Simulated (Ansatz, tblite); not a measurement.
Cost and result up the ladder for [MoO3Br]- (MoBrO₃⁻) (5 atoms). The state is a singlet with charge -1. Geometry: r2SCAN-D4/def2-SVPD.

```xyz
5

Mo    0.0964   -0.1211    0.0441
O    -0.6584   -1.0131    1.3141
O     0.3671   -1.1562   -1.3100
O     1.6023    0.5145    0.5979
Br   -1.4074    1.7759   -0.6460
```

Ansatz on 4 threads of Arm Neoverse V2 on a shared host; xTB runs through tblite on one thread. Times are rough, summed over both states, and most runs start from the orbitals of an earlier one. PBE0-D4/def2-TZVPD serves as the yardstick here, not as an exact answer. The other state is a doublet.

In the def2 sets Mo takes a core potential; there is no spin–orbit coupling. The xTB rows come from tblite. HOMO above LUMO, or a gap near zero within one spin, warns that the state may not be the lowest or that an electron is smeared out.

Raw xTB energies of ions are shifted by several eV.

```tsv
level	functions	wall time	vertical IE (eV)	difference from PBE0-D4/def2-TZVPD (eV)	remarks
GFN1-xTB	30	0.007 s	10.45	4.83	–
GFN2-xTB	30	0.007 s	10.40	4.79	–
PBE-D4/def2-TZVPD (with forces)	217	16 s	5.26	-0.36	gap within one spin near zero (doublet)
PBE0-D4/def2-TZVPD	217	20 s	5.62	0.00	–
```
